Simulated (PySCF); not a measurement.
dibromo(dichloro)methane (CBr2Cl2), SMILES ClC(Cl)(Br)Br. Geometry optimised at PBE-D3(BJ)/def2-SVP.

Computed equilibrium geometry at PBE-D3(BJ)/def2-SVP (PySCF confirms it by a frequency run) as Cartesian coordinates in Å, and its point group:
point group C2v.
```xyz
5

Cl     0.0000    -1.4575     1.4314
C      0.0000     0.0000     0.4131
Cl     0.0000     1.4575     1.4314
Br    -1.6020     0.0000    -0.7306
Br     1.6020     0.0000    -0.7306
```
